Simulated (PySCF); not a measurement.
A calculated (LDA, PySCF 2.14, x2c-QZVPPall, scalar relativity by spin-free X2C-1e) atom or ion has these occupied shells.

| shell | electrons | orbital energy (eV) | rms radius, mean of both spins (bohr) |
| --- | --- | --- | --- |
| 1s α | 1 | -13304.1 | 0.0493 |
| 1s β | 1 | -13303.9 | 0.0493 |
| 2s α | 1 | -1753.0 | 0.206 |
| 2s β | 1 | -1752.8 | 0.206 |
| 2p α | 3 | -1550.9 | 0.183 |
| 2p β | 3 | -1550.6 | 0.183 |
| 3s α | 1 | -261.04 | 0.593 |
| 3s β | 1 | -260.71 | 0.593 |
| 3p α | 3 | -197.17 | 0.611 |
| 3p β | 3 | -196.80 | 0.611 |
| 3d α | 5 | -91.078 | 0.656 |
| 3d β | 5 | -90.594 | 0.656 |
| 4s α | 1 | -43.122 | 1.69 |
| 4s β | 1 | -40.319 | 1.69 |
| 4p α | 3 | -29.470 | 1.97 |

(1) Name the element and its charge.

Results:

(1) Br²⁺ (bromine, charge +2), in [Ar] 3d10 4s2 4p3, high-spin 4S determinant.
